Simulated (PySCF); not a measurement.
Geometry:
```json
{"atom": "C1", "x (Å)": "2.670", "y (Å)": "-0.631", "z (Å)": "0.493"}
{"atom": "O2", "x (Å)": "1.884", "y (Å)": "-0.027", "z (Å)": "-0.499"}
{"atom": "Si3", "x (Å)": "0.669", "y (Å)": "1.064", "z (Å)": "-0.177"}
{"atom": "P4", "x (Å)": "-0.914", "y (Å)": "-0.002", "z (Å)": "1.040"}
{"atom": "Si5", "x (Å)": "-2.691", "y (Å)": "1.112", "z (Å)": "0.207"}
{"atom": "Si6", "x (Å)": "-1.045", "y (Å)": "-1.768", "z (Å)": "-0.369"}
{"atom": "H7", "x (Å)": "3.343", "y (Å)": "-1.357", "z (Å)": "0.014"}
{"atom": "H8", "x (Å)": "3.288", "y (Å)": "0.108", "z (Å)": "1.034"}
{"atom": "H9", "x (Å)": "2.054", "y (Å)": "-1.172", "z (Å)": "1.236"}
{"atom": "H10", "x (Å)": "1.179", "y (Å)": "2.226", "z (Å)": "0.615"}
{"atom": "H11", "x (Å)": "0.166", "y (Å)": "1.525", "z (Å)": "-1.502"}
{"atom": "H12", "x (Å)": "-2.767", "y (Å)": "1.055", "z (Å)": "-1.287"}
{"atom": "H13", "x (Å)": "-2.593", "y (Å)": "2.542", "z (Å)": "0.630"}
{"atom": "H14", "x (Å)": "-3.931", "y (Å)": "0.511", "z (Å)": "0.781"}
{"atom": "H15", "x (Å)": "0.034", "y (Å)": "-2.739", "z (Å)": "-0.024"}
{"atom": "H16", "x (Å)": "-2.374", "y (Å)": "-2.418", "z (Å)": "-0.157"}
{"atom": "H17", "x (Å)": "-0.925", "y (Å)": "-1.373", "z (Å)": "-1.807"}
```

Geometry: PBE0-D3(BJ)/def2-SVP; GIAO shifts from PySCF 2.14, gas phase, non-relativistic, averaged over equivalent atoms.

At PBE0/pcSseg-1 (185 basis functions, 27 s wall time on 1 thread of an Arm Neoverse V1, shared host):
```json
{"atoms": "C1", "δ (ppm)": "53.1"}
{"atoms": "O2", "δ (ppm)": "8.5"}
{"atoms": "Si3", "δ (ppm)": "3.3"}
{"atoms": "Si5/Si6", "δ (ppm)": "-70.4"}
{"atoms": "P4", "δ (ppm)": "-368.2"}
{"atoms": "H10/H11", "δ (ppm)": "5.17"}
{"atoms": "H12/H13/H14/H15/H16/H17", "δ (ppm)": "4.01"}
{"atoms": "H7/H8/H9", "δ (ppm)": "3.52"}
```

References, each an isolated molecule treated in the same way: TMS for ¹³C (σref 184.41), ²⁹Si (σref 351.99), ¹H (σref 31.27); ¹⁷O (σref 334.56) against H2O; ³¹P (σref 310.13) vs H3PO4.

Question: Predict the values at WP04/pcSseg-1 on the same geometry.

Answer: 
| atoms | δ at WP04/pcSseg-1 | change |
| --- | --- | --- |
| C1 | 54.9 | +1.8 |
| O2 | 7.9 | -0.6 |
| Si3 | -3.2 | -6.5 |
| Si5/Si6 | -57.4 | +13.0 |
| P4 | -316.9 | +51.3 |
| H10/H11 | 4.46 | -0.71 |
| H12/H13/H14/H15/H16/H17 | 3.45 | -0.56 |
| H7/H8/H9 | 3.38 | -0.14 |

Referencing at the same level of theory: ¹³C (σref 172.44) and ²⁹Si (σref 338.69) and ¹H (σref 31.56) against TMS; ¹⁷O (σref 317.54) against H2O; ³¹P (σref 299.29) vs H3PO4.

The largest change is at P4 (phosphorus bonded to 3 Si). Cost: 185 basis functions, 24 s wall time on 1 thread of an Arm Neoverse V1, shared host.

Experimental scales use liquid or dissolved standards, which lie at an offset from isolated H2O (liquid H2O: subtract about 36 ppm) and H3PO4.
